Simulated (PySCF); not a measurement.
A side-by-side comparison of computed properties.

First species: C3H7N2PSi.
InChI=1S/C3H7N2PSi/c1-5-2-6-3(7)4-5/h2H,1,7H3

Second species: styrene, C₈H₈.
Structure used (GFN2-xTB), in Å, numbered top down from 1:
```
atom  x, y, z in Å
C1    -2.512    0.618    1.194
C2    -1.787   -0.316    0.592
C3    -0.420   -0.183    0.102
C4     0.186   -1.283   -0.509
C5     1.479   -1.209   -0.991
C6     2.197   -0.031   -0.873
C7     1.610    1.070   -0.269
C8     0.317    0.997    0.212
H9    -2.142    1.611    1.389
H10   -3.519    0.421    1.521
H11   -2.227   -1.294    0.430
H12   -0.368   -2.207   -0.604
H13    1.929   -2.071   -1.461
H14    3.208    0.030   -1.249
H15    2.165    1.992   -0.174
H16   -0.122    1.865    0.678
```

Levels: wB97X-D/def2-SVPD for dipole moment, HOMO energy, LUMO energy, HOMO–LUMO gap, static isotropic polarisability and electronic spatial extent ⟨r²⟩ about the centre of nuclear charge; TDDFT wB97X-D/def2-SVPD for lowest singlet excitation; TDA wB97X-D/def2-SVPD for lowest triplet excitation (Tamm–Dancoff); GFN2-xTB for rotational constant A and rotational constant C. Geometries: GFN2-xTB. Each structure is a single optimised conformer of the isolated species, non-relativistic unless stated. Electronic properties by PySCF.

The conformers computed, where there is a choice (atom-mapped SMILES and torsion angles):
- `[CH2:1]=[CH:2][c:3]1[cH:4][cH:5][cH:6][cH:7][cH:8]1`: C1–C2–C3–C4 180°

Values for the first species:

- Dipole moment: 3.25 D
- HOMO energy: -8.69 eV
- LUMO energy: 1.00 eV
- HOMO–LUMO gap: 9.69 eV
- Lowest singlet excitation: 5.55 eV
- Lowest triplet excitation (Tamm–Dancoff): 3.87 eV
- Static isotropic polarisability: 100.1 au
- Electronic spatial extent ⟨r²⟩ about the centre of nuclear charge: 1204 bohr²
- Rotational constant A: 3.273 GHz
- Rotational constant C: 0.959 GHz

Task: Estimate the same properties for the second species, and the change in each.

Result: 
| property | first | second | second less first |
| --- | --- | --- | --- |
| dipole moment | 3.25 D | 0.16 D | -3.09 D |
| HOMO energy | -8.69 eV | -8.32 eV | +0.37 eV |
| LUMO energy | 1.00 eV | 0.58 eV | -0.42 eV |
| HOMO–LUMO gap | 9.69 eV | 8.90 eV | -0.79 eV |
| lowest singlet excitation | 5.55 eV | 5.08 eV | -0.47 eV |
| lowest triplet excitation (Tamm–Dancoff) | 3.87 eV | 3.35 eV | -0.52 eV |
| static isotropic polarisability | 100.1 au | 95.1 au | -5.0 au |
| electronic spatial extent ⟨r²⟩ about the centre of nuclear charge | 1204 bohr² | 976 bohr² | -228 bohr² |
| rotational constant A | 3.273 GHz | 5.248 GHz | +1.975 GHz |
| rotational constant C | 0.959 GHz | 1.207 GHz | +0.248 GHz |

On the first: The dipole equals about 10.8 × 10⁻³⁰ C·m (1 D = 3.33564 × 10⁻³⁰ C·m). No computed singlet falls in the visible range (750 to 380 nm, 1.65 to 3.26 eV); S1 lies 2.29 eV above its blue end.

On the second: The polarisability is 14.09 Å³ as a volume (1 au = 0.148185 Å³), or 1.70 au for each of the 56 electrons. The vertical singlet–triplet gap S1 − T1 is 1.73 eV (TDDFT singlet less Tamm–Dancoff triplet; S1: HOMO→LUMO, weight 0.46, beside HOMO→LUMO+1, weight 0.28; T1: HOMO→LUMO, weight 0.88).
